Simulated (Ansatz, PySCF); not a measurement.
The pair A = HF (SMILES F) (first 2 atoms), B = C3H8 (SMILES CCC); geometry from B3LYP-D3(BJ)/def2-TZVP.
(charge 0, multiplicity 1):
```xyz
13

F     -0.36195     0.09118     0.36873
H     -0.49782     0.35623     1.24796
C      0.79640    -1.09198     3.54551
C      0.05651    -0.04532     4.37438
C     -0.75612     0.92224     3.51785
H      1.36913    -1.76995     4.18019
H      0.10048    -1.69632     2.95845
H      1.49411    -0.62315     2.84725
H      0.77370     0.52169     4.97419
H     -0.60999    -0.54336     5.08387
H     -1.28091     1.66510     4.12038
H     -0.10625     1.47684     2.83158
H     -1.52047     0.38753     2.94277
```

Correlated levels freeze the cores.

The values were computed with Ansatz (a program for electronic structure); PySCF for the dispersion terms. 

The monomers are drawn apart, rigid, along the line of their centres of mass. Counterpoise-corrected interaction energies (kcal/mol):

```
level                   R = 4.356 Å  R = 5.298 Å
----------------------  -----------  -----------
PBE/def2-TZVPPD             -0.8812      -0.2662
PBE-D3(BJ)/def2-TZVPPD      -1.2635      -0.4027
wB97M-V/def2-TZVPPD         -0.9486      -0.3186
CCSD(T)/aug-cc-pVDZ         -0.8656      -0.2960
```

Question: R is the distance of the centres of mass. Find the local exponent m of E ∝ R⁻ᵐ between the two points.

Answer: 
m = ln(E₁/E₂)/ln(R₂/R₁): PBE/def2-TZVPPD 6.1; PBE-D3(BJ)/def2-TZVPPD 5.8; wB97M-V/def2-TZVPPD 5.6; CCSD(T)/aug-cc-pVDZ 5.5. For scale, two fixed dipoles give m = 3, dipole and quadrupole 4, quadrupoles 5, and dispersion or dipole-induced dipole 6 at long range; at these distances several terms mix, and what is left of overlap and damping shifts m, so it need not match one of them.
